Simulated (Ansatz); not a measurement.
Reaction (ligand exchange at a B–S bond): `CB(O)SCO` + HBr → `CB(O)Br` + `OCS`

Calculated with Ansatz (gas phase, PBE0-D4/def2-TZVP geometries, no zero-point term in ΔE). CCSD(T)/CBS is the MP2 limit (def2-TZVPP, def2-QZVPP) plus CCSD(T) − MP2 in def2-TZVPP, frozen cores. DFT in def2-TZVPP. For Br outer-core shells are correlated without core-valence functions, which leaves a few kJ/mol of doubt a bond. Scalar relativity is left out up to krypton. One conformer a species, not always the lowest.

`CB(O)SCO`:

Z-matrix (Å, degrees):
```
C
B 1 1.569
H 1 1.092 2 110.3
H 1 1.096 2 110.1 3 -118.4
H 1 1.093 2 114.1 3 122.1
O 2 1.361 1 117.8 3 13.8
S 2 1.821 1 124.8 3 -167.3
H 6 0.961 2 114.5 1 178.5
C 7 1.823 2 103.6 1 2.6
O 9 1.392 7 114.3 2 91.5
H 9 1.090 7 106.0 2 -151.2
H 9 1.093 7 107.8 2 -34.7
H 10 0.961 9 108.7 7 -58.8
```

HBr:

Z-matrix (Å, degrees):
```
Br
H 1 1.420
```

`CB(O)Br`:

Z-matrix (Å, degrees):
```
C
B 1 1.554
H 1 1.091 2 111.8
H 1 1.094 2 110.5 3 121.4
H 1 1.094 2 110.5 3 -121.5
O 2 1.344 1 122.1 3 -0.2
Br 2 1.955 1 119.9 3 179.8
H 6 0.962 2 113.9 1 -180.0
```

`OCS`:

Z-matrix (Å, degrees):
```
C
S 1 1.793
O 1 1.405 2 110.6
H 1 1.095 2 109.2 3 123.4
H 1 1.097 2 104.5 3 -120.8
H 2 1.343 1 96.4 3 -70.0
H 3 0.962 1 108.1 2 177.5
```

CCSD(T)/CBS gives -12.7 kJ/mol.

Task: Another level gave -14.9 kJ/mol. Which?
A. HF/def2-TZVPP
B. PBE-D4/def2-TZVPP
C. B2PLYP/def2-TZVPP
D. PBE/def2-TZVPP

Result: C. B2PLYP -14.9, PBE-D4 -5.4, PBE -9.9, HF/def2-TZVPP -28.5 kJ/mol.

Largest T1 diagnostic among the species: 0.012.

From PBE to PBE0 (25 % exact exchange), in def2-TZVPP and without D4, ΔE moves by −3.2 kJ/mol. The D4 term adds +6.7 kJ/mol with B3LYP and +4.1 kJ/mol with PBE0; it sums over pairs of atoms, weighted by their polarisabilities, and B3LYP, whose exchange is more repulsive, gets the larger term.

B3LYP here is the variant with VWN-RPA as its local correlation; programs differ in this.
